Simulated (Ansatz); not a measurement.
A structure relaxed at PBE0-D4/def2-SVP in Ansatz, charge 0, singlet:

```csv
atom,x (Å),y (Å),z (Å)
Pt1,1.094,0.474,0.425
Pt2,-0.083,1.260,-1.755
Pt3,-1.086,-0.602,-0.245
Si4,0.075,-1.132,1.576
```

**Question.** Give its formula and point group.

**Answer.** SiPt₃. Point group C2v (tolerance 0.1 Å).

**Question.** Summarise the bond lengths by kind (pairs closer than 1.2 times the sum of covalent radii, bridged metal pairs left out).

**Answer.** 3 × Pt–Pt 2.52 to 2.60 Å; 2 × Pt–Si 2.22 Å.

In the def2 sets Pt takes a core potential; there is no spin–orbit coupling. The restricted singlet is unstable towards broken spin symmetry in Hartree–Fock (as tested in another run); at PBE0-D4/def2-SVP this wasn't settled. Another isomer (singlet) lies 0.91 eV lower at PBE0-D4/def2-TZVP; other spin states weren't run for this one.
